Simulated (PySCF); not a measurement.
Re³⁺ (rhenium, charge +3) across methods

[Xe] 4f14 5d4, high-spin 5D determinant. Calculation: PySCF 2.14, in aug-cc-pwCVDZ-PP with ECP60MDF; a scalar-relativistic core potential.

```tsv
method	E (hartree)	mean ε 5p α (eV)	mean ε 5p β (eV)	mean ε 5d α (eV)	Σ⟨r²⟩ (bohr²)	⟨S²⟩
M06-L	-76.5824	-78.438	-74.983	-34.167	25.03	6.001
PBE0	-76.5350	-80.862	-76.867	-35.993	25.35	6.001
r2SCAN	-76.5784	-79.008	-75.222	-34.680	25.27	6.001
LC-wPBE	-76.5725	-83.179	-79.684	-38.798	25.29	6.001
LDA	-76.3331	-77.335	-74.533	-34.335	25.64	6.000
UHF	-76.03788	-90.245	-82.475	-40.221	25.29	6.003
PBE	-76.5531	-77.435	-74.550	-34.333	25.45	6.001
MN15	-76.4145	-80.252	-77.472	-36.352	25.60	6.001
```

(1) Estimate the same row for r2SCANh.

Energies and moments cover only the electrons outside the core potential. Spin-orbit coupling, absent here, splits the open shell strongly.

Answers

(1) E (hartree) = -76.5635; mean ε 5p α (eV) = -80.169; mean ε 5p β (eV) = -76.048; mean ε 5d α (eV) = -35.313; Σ⟨r²⟩ (bohr²) = 25.26; ⟨S²⟩ = 6.001.
